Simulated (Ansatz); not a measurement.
The cluster Al3O3⁺. The state is a singlet with charge 1. Geometry r2SCAN-D4/def2-SVP; atoms count from 1.

```xyz
6

Al    1.105    1.918   -2.532
Al   -0.012   -0.021    0.027
Al   -0.793   -1.378    1.820
O     0.506   -0.259    1.720
O     0.539    0.938   -1.239
O    -1.345   -1.198    0.203
```

Another isomer (singlet) lies 0.68 eV lower at PBE0-D4/def2-TZVP; other spin states weren't run for this one.

(1) Estimate the Mulliken populations from the PBE0/def2-TZVP orbitals of Ansatz.

(2) And the Mayer bond orders between heavy atoms (over 0.3)?

Answers

(1) 
| atom | charge (e) |
| --- | --- |
| Al1 | 0.36 |
| Al2 | 0.71 |
| Al3 | 0.89 |
| O4 | -0.36 |
| O5 | -0.25 |
| O6 | -0.36 |
Mulliken values depend strongly on the basis.

(2) Al1–O5 1.05 (1.72 Å); Al2–O4 0.95 (1.79 Å); Al2–O5 1.31 (1.68 Å); Al2–O6 0.95 (1.79 Å); Al3–O4 1.31 (1.72 Å); Al3–O6 1.31 (1.72 Å).
